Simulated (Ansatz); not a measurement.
Reaction (atomization): `CCNC(C)(C)C` → 6 C• + 15 H• + N•

Gas-phase electronic energies from Ansatz, PBE0-D4/def2-TZVP geometries. CBS: MP2 limit from def2 TZ/QZ plus the TZ coupled-cluster correction, frozen cores. This one scheme is used for every species, atoms too. DFT in def2-TZVPP. HSE06 is defined as in plane-wave codes. Open shells (•) are unrestricted, without spin–orbit coupling. Spin–orbit coupling would lower the free atoms: a little for C. One conformer a species, not always the lowest.

CCSD(T)/CBS gives +89.02 eV.

(1) Another level gave +89.25 eV. Which?
A. HSE06/def2-TZVPP
B. CCSD/def2-TZVPP
C. r2SCANh/def2-TZVPP
D. MP2/def2-TZVPP

Largest T1 diagnostic among the species: 0.009.

Answers

(1) A. HSE06 89.25, CCSD/def2-TZVPP 86.01, MP2/def2-TZVPP 87.81, r2SCANh 88.60 eV.

From BLYP to BHLYP (50 % exact exchange), in def2-TZVPP and without D4, ΔE moves by −0.98 eV: exact exchange takes away binding that semilocal exchange gives to molecules. At CCSD(T), def2-SVP lies −3.47 eV from the extrapolated value and def2-TZVPP −1.94 eV: correlation converges slowly with the basis, and small sets miss more of it in the bonded molecule than in its fragments.

For atomizations the MP2-based limit and the directly extrapolated one differ by several kJ/mol either way, and by 10 to 25 for some Ge, Se and Sn compounds, so smaller differences from it don't rank the levels.
